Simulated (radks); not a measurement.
Spherical quantum dot in the effective-mass picture: electrons in a parabolic well V = omega^2 r^2 / 2 with omega = 1.26, with a point charge +1 (a donor) at the centre, all in effective atomic units (hartree* = m*/eps^2 hartree, bohr* = eps/m* bohr), one dielectric constant everywhere. Calculated with a radial shooting solver with Libxc functionals: non-relativistic Kohn-Sham, PBE, spin-polarised, spherical densities. Levels are named by radial order and angular momentum (1s, 1p, 1d, 2s, ...), and open shells are averaged over m. Results are scaled to m* = 0.604 and eps = 5.3, for which hartree* = 585.1 meV and bohr* = 0.4643 nm.

N = 19, configuration 1s2 1p6 1d(up 5, down 4) 2s2. This is the lowest configuration that the search found. Occupied and some empty levels:

level    occupation  eigenvalue (meV)  <r> (nm)
1s up             1            6403.2    0.5685
1s down           1            6408.7    0.5656
1p up             3            6880.4    0.8125
1p down           3            6890.2    0.8115
2s up             1            7242.4    0.8022
2s down           1            7249.4    0.8040
1d up             5            7315.8    0.9418
1d down           4            7326.5    0.9418
1f up             0            7782.5     1.040
1f down           0            7793.2     1.040
2p up             0            7876.4    0.9187
2p down           0            7883.1    0.9192
1g up             0            8282.3     1.122
1g down           0            8292.3     1.123

Energy (meV): total 84585.1, kinetic 13451, external 25256, Hartree 51669, exchange-correlation -5791.4.

Electron density:

r (nm)  n(r) (e/nm^3)
0.0808          12.74
0.216           7.072
0.351           4.390
0.486           3.523
0.621           3.433
0.755           3.288
0.891           2.700
1.03            1.790
1.16           0.9292
1.30           0.3716
1.43           0.1156
1.57          0.02810
1.70         0.005247
